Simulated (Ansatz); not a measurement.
Consider the formal exchange of groups at the Si–Al bond: `P[SiH2][AlH][Cl]` + `[GaH3]` → `P[SiH2][GaH2]` + `[AlH2][Cl]`.

Calculated with Ansatz (gas phase, PBE0-D4/def2-TZVP geometries, no zero-point term in ΔE). CCSD(T)/CBS adds triple-zeta CCSD(T) − MP2 to the extrapolated MP2 energy (def2 sets, frozen cores). This one scheme is used for every species. DFT in def2-TZVPP. For Ga outer-core shells are correlated without core-valence functions, which leaves a few kJ/mol of doubt a bond. Scalar relativity is left out up to krypton. One conformer a species, not always the lowest.

`P[SiH2][AlH][Cl]`:

Cartesian coordinates in Å:
```
P 2.085 -0.145 -0.431
Si 0.356 -0.009 1.039
Al -1.727 -0.026 -0.215
Cl -2.184 1.765 -1.223
H 1.541 -1.243 -1.153
H 1.546 0.819 -1.327
H 0.511 -1.157 1.977
H 0.560 1.248 1.811
H -2.688 -1.253 -0.478
```

`[GaH3]`:

```xyz
4

Ga    0.000    0.000   -0.001
H    -0.218   -1.480   -0.470
H     1.434    0.493    0.400
H    -1.217    0.987    0.071
```

`P[SiH2][GaH2]`:

Z-matrix (Å, degrees):
```
Si
Ga 1 2.414
P 1 2.266 2 108.3
H 1 1.493 2 109.8 3 -122.7
H 1 1.489 2 112.6 3 117.7
H 2 1.574 1 119.0 3 56.8
H 2 1.572 1 122.4 3 -122.7
H 3 1.420 1 95.4 2 -161.8
H 3 1.421 1 93.9 2 -67.7
```

`[AlH2][Cl]`:

Cartesian coordinates in Å:
```
Al 0.097 -0.128 -0.008
Cl -1.169 1.541 0.095
H -0.577 -1.549 -0.094
H 1.650 0.135 0.007
```

Is it downhill or uphill in electronic energy at CCSD(T)/CBS, and by how much? (Estimate.)

Computed: Downhill: ΔE = -2.6 kcal/mol.

What do these levels give: PBE-D4, B97M-V, PBE0-D4, r2SCAN, CAM-B3LYP, HF/CBS(def2)? (Estimate.)

Computed: PBE-D4 -1.0, B97M-V -2.1, PBE0-D4 -1.3, r2SCAN -1.5, CAM-B3LYP -2.4, HF/CBS(def2) -2.5 kcal/mol.

Largest T1 diagnostic among the species: 0.014.

Leaving LDA and LC-ωPBE aside and taking each functional with its dispersion term where it has one, the values, not all of them listed here, spread over 1.6 kcal/mol, from ωB97M-V to PBE-D4.
